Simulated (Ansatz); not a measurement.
Mg₄H₃: single points at one geometry.

```yaml
crystal:
  periodic: [false, false, false]
  atoms:
    - {symbol: Mg, position_ang: [-1.330910, 0.876550, -0.149631]}
    - {symbol: Mg, position_ang: [0.687296, -1.399056, 0.363757]}
    - {symbol: Mg, position_ang: [1.728345, 1.703131, 0.754864]}
    - {symbol: Mg, position_ang: [1.527608, 0.945589, -1.813806]}
    - {symbol: H, position_ang: [-2.823624, 1.712779, -0.299538]}
    - {symbol: H, position_ang: [-1.101164, -0.888216, 0.391774]}
    - {symbol: H, position_ang: [1.312460, -2.950786, 0.752579]}
basis:
  gaussian: {orbitals: def2-TZVP, initial_orbitals: start.molden}
magnetization: {spin_polarized: true, initial_magnetization: 3}
hamiltonian: {xc: {name: wB97X-V}}
scf: {omitted_lower_state_checks: [starts]}
output: {orbitals: {seedname: orbitals}}
```

The file start.molden holds the orbitals of an earlier run on this structure, at another level or in another basis.

```sh
$ ansatz run in.yaml --threads 4 --pin off --events-out ev --progress --plain --max-ram 3916MiB
```

Output, abridged:

```
Functional definition: wB97X-V
1284 factors; their error is unknown
363 factors; integrals over basis functions are off by at most 2.8e-5 eV
mean field evaluation 1: about -21819.4578 eV, gradient 1.9e0 eV
mean field evaluation 2: about -21819.5122 eV, gradient 4.7e-2 eV
mean field evaluation 4: about -21819.5663 eV, gradient 1.3e-4 eV
mean field -21819.56626759 eV, -801.8542705008 hartree, gradient 1.8e-5 eV, S^2 3.765642; 0 other end points of the search recorded, 0 dependent functions left out
reference -21819.56626658 eV, -801.8542704637 hartree; 27, 24 occupied and 119, 122 virtual orbitals, 1284 factors
Total energy: -21819.56626658 eV, -801.8542704637 hartree
Checks for a lower state left out: starts
```

It took 11 s on 4 threads of Arm Neoverse V2 on a shared host, peak host memory 0.76 GiB.

As the first input, with `correlation: {method: mp2}` and without the key `hamiltonian` (abridged; 2.3 s):

```
Functional definition: HF
mean field -21771.67873748 eV, -800.0944362284 hartree, gradient 8.6e-6 eV, S^2 3.821761
4 core orbitals not correlated: weight in the atoms' cores, before any rotation towards them, 1.000 or more for the frozen orbitals, at most 0.000 for the correlated occupied ones
second order -21.39313393 eV of doubles, -0.00000000 eV of singles
Total energy: -21793.07187141 eV, -800.8806193995 hartree
Checks for a lower state left out: starts
```

The first input with `hamiltonian: {xc: {text: "exchange = 0.50*pbe_x + 0.50*exact_x\ncorrelation = pbe_c"}}` (abridged; 4.5 s):

```
Functional definition: unnamed
mean field -21814.72065851 eV, -801.6761976514 hartree, gradient 1.3e-5 eV, S^2 3.772219
Total energy: -21814.72068710 eV, -801.6761987021 hartree
Checks for a lower state left out: starts
```

As the first input, with `hamiltonian: {xc: {name: CAM-B3LYP}, dispersion: d4}` (abridged; 4.4 s):

```
Functional definition: CAM-B3LYP
mean field -21823.38732592 eV, -801.9946918042 hartree, gradient 1.4e-5 eV, S^2 3.768879
Total energy: -21823.54986465 eV, -802.0006649926 hartree
Checks for a lower state left out: starts
```

First input, but with `hamiltonian: {xc: {name: LC-wPBE}}` (abridged; 3.9 s):

```
Functional definition: LC-wPBE
mean field -21815.56871946 eV, -801.7073633166 hartree, gradient 2.0e-5 eV, S^2 3.788403
Total energy: -21815.56871947 eV, -801.7073633169 hartree
Checks for a lower state left out: starts
```

As the first input, with `hamiltonian: {xc: pbe, dispersion: d4}` (abridged; 2.5 s):

```
Functional definition: PBE
mean field -21810.36518357 eV, -801.5161368996 hartree, gradient 9.6e-6 eV, S^2 3.756432
Total energy: -21810.54245098 eV, -801.5226513570 hartree
Checks for a lower state left out: starts
```

The first input with `gaussian: {orbitals: STO-3G}`, `hamiltonian: {xc: hf}` (abridged; 0.15 s):

```
Functional definition: HF
mean field evaluation 16: about -21490.0063 eV, gradient 2.6e-5 eV
mean field -21490.00627851 eV, -789.7431642859 hartree, gradient 2.6e-5 eV, S^2 3.856002
Total energy: -21490.00627851 eV, -789.7431642859 hartree
Checks for a lower state left out: starts
```

Geometry: r2SCAN-D4/def2-TZVP.

LC-ωPBE has ω = 0.4 bohr⁻¹. Correlated methods freeze 4 core orbitals; core or outer-core shells of Mg are correlated, in sets that lack core-valence functions. At HF/STO-3G the highest occupied level of the charge 0 quartet lies above zero (up to 1.28 eV). In Hartree–Fock with STO-3G the lack of diffuse functions raises the level. At PBE0-D4/def2-TZVP a doublet of charge 0 lies 0.95 eV below the quartet, each at its own geometry. Another isomer (doublet) lies 0.13 eV lower at ωB97X-V/def2-TZVP.
